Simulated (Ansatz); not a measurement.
Several settings on one geometry of diborane 1,2-di Cl (B₂H₄Cl₂) (that of the charge 0 singlet, PBE0-D4/def2-SVP). Ansatz on 4 threads of Intel Xeon on a shared host; times are rough.

```
atom   x (Å)   y (Å)   z (Å)
  B1  -0.022  -0.468  -0.758
 Cl2  -0.300   0.348  -2.304
  H3   0.141  -1.657  -0.714
  H4  -0.980  -0.130   0.108
  B5   0.022   0.468   0.758
 Cl6   0.301  -0.348   2.304
  H7  -0.141   1.657   0.715
  H8   0.980   0.130  -0.108
```

Totals from different functionals, basis sets or treatments of relativity can't be compared as stabilities.

DK, ANO-RCC and x2c sets are all-electron and run with scalar relativity unless a key says otherwise. The 6-31G sets use Cartesian d functions.

Scalar relativity in a set contracted without it gives distorted totals.

The spins typed aren't always the lowest for that charge.

Question: Give the basis size and estimate the energy, ⟨S²⟩ and time of these runs.

```csv
run,method,charge,state,further keys
1,RKS PBE0/cc-pVTZ-DK,0,singlet,scf: {omitted_lower_state_checks: [starts]}; forces asked
2,ROKS revPBE0/def2-mTZVP,0,triplet,fitting: {mean_field: def2-universal-jkfit}
3,RKS BHLYP-D3(BJ)/def2-mTZVPP,0,singlet,"final_grid: {core_spheres: 20, valence_spheres: 16, degree: 47}; pseudopotentials: {relativity: scalar}; scf: {omitted_lower_state_checks: [starts]}"
4,RKS LDA (SPW92)/6-31G*,0,singlet,scf: {lower_state_search: full}
```

Answer: 
```
run  functions  energy (Eh)  ⟨S²⟩  wall time
  1        184    -975.0960     –       11 s
  2         94    -972.2042     –       26 s
  3        112    -975.0877     –      3.9 s
  4         76    -968.9508     –      1.4 s
```
